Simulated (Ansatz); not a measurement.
C4H10F3HfN (`CC(C)(C)[NH][Hf]([F])([F])[F]`), relaxed with RKS PBE0-D4/def2-TZVP in Ansatz from a GFN2-xTB geometry. The force threshold is 0.005 eV/Å; the program also tests the step.

The species carries charge 0 and has multiplicity 1. Hf takes the def2 core potential.

Start:

```xyz
19

C    -0.858    1.030   -0.271
C     0.154   -0.111   -0.518
C     0.799    0.061   -1.903
C    -0.574   -1.468   -0.442
N     1.163   -0.015    0.535
Hf    0.244    0.499    2.196
F     1.380    0.053    3.607
F    -1.312   -0.419    2.607
F    -0.176    2.306    2.380
H    -1.577    1.085   -1.087
H    -1.409    0.865    0.671
H    -0.321    1.983   -0.214
H     0.047    0.039   -2.687
H     1.329    1.009   -1.945
H     1.513   -0.738   -2.087
H    -0.958   -1.628    0.572
H     0.113   -2.278   -0.682
H    -1.403   -1.505   -1.145
H     1.846   -0.769    0.412
```

Problem. How much energy does the relaxation release, and in how many steps? (An estimate is asked.)

Solution. Ansatz gave: 64.27 kJ/mol, in 14 steps, 1 of them rejected.

Problem. Which bonds change most? (Best estimate.)

Solution. The calculation gave: Hf6–F8 from 1.852 to 1.916 Å; Hf6–F9 from 1.865 to 1.916 Å; N5–Hf6 from 1.967 to 2.015 Å; Hf6–F7 from 1.866 to 1.906 Å.

Problem. Give the relaxed structure. (Best estimate.)

Solution. The calculation gave: 
```xyz
19

C    -1.117    0.795   -0.295
C    -0.012   -0.234   -0.514
C     0.878    0.205   -1.673
C    -0.630   -1.596   -0.814
N     0.777   -0.308    0.717
Hf    0.511    0.725    2.426
F     1.886    0.135    3.607
F    -1.227    0.364    3.146
F     0.648    2.605    2.083
H    -1.740    0.893   -1.185
H    -1.777    0.498    0.528
H    -0.699    1.786   -0.086
H     0.308    0.272   -2.603
H     1.321    1.182   -1.466
H     1.690   -0.511   -1.827
H    -1.272   -1.916    0.009
H     0.150   -2.351   -0.950
H    -1.227   -1.564   -1.729
H     1.531   -0.981    0.627
```
